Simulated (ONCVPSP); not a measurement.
## Ba, ONCV: configuration errors across variants

```
Element                 : Ba
Generator               : ONCVPSP 4.0.1
Type                    : optimised norm-conserving Vanderbilt (ONCV)
Functional              : PBEsol
Relativity              : scalar-relativistic
Frozen core             : [Kr] 4d10
Valence charge          : 10
Reference configuration : 5s2 5p6 6s2
Partial waves           : 5s+6s: rc 2.25 bohr, ncon 3, nbas 6, qcut 5.1 1/bohr, 2 projectors; 5p: rc 3.10 bohr, ncon 4, nbas 7, qcut 4.1 1/bohr, 2 projectors, debl 1.7 Ha; d scattering state at 0.03 Ha: rc 2.45 bohr, ncon 4, nbas 8, qcut 3.4 1/bohr, 2 projectors, debl 3.2 Ha; f scattering state at 0.07 Ha: rc 2.90 bohr, ncon 4, nbas 9, qcut 4.4 1/bohr, 2 projectors, debl 1.6 Ha
Local potential         : polynomial inside 2.05 bohr (lpopt 5, dvloc0 3 Ha)
Core correction         : Teter function fitted to the true core (icmod 2), fcfact 0.75
```

In the d channel the program set the typed energies aside and used 0.050, 3.250 Ha.

All-electron excitation energies from the reference (eV): (1) 5s2 5p6 6s1 5.382; (2) 5s2 5p6 6s0 15.276; (3) 5s2 5p6 6s1.5 2.147; (4) 5s2 5p5 6s2 23.294.

1 further variants failed, have other tests or another functional or relativity, and are left out.

A true bound ghost makes a file unfit for plane-wave use even where its test errors are small: the radial tests pick states by their node count and pass the ghost by.

Errors AE − PS in meV (a dash: test not solved or not reliable):

| change | (1) | (2) | (3) | (4) | bound ghosts | GHOST(+) flags above zero |
| --- | --- | --- | --- | --- | --- | --- |
| base | -0.5 | -1.1 | -0.2 | -48 | none | f |
| d: ncon 5, nbas 9 | -0.5 | -1.1 | -0.2 | -48 | none | f |
| local potential polynomial inside 2.05 bohr (lpopt 5, dvloc0 6.5 Ha) | -0.6 | -1.7 | -0.2 | -51 | s | f |
| s: nbas 7 | -0.5 | -1.1 | -0.2 | -48 | none | f |

(1) Give the same row for: all radii but the core radius scaled by about 1.32 (s 2.98, p 4.10, d 3.24, f 3.84 bohr); local potential polynomial inside 2.72 bohr (lpopt 5, dvloc0 3 Ha).

Answers

(1) -0.9, -5.8, -0.3, -22; bound ghosts: none; GHOST(+) flags above zero: f.
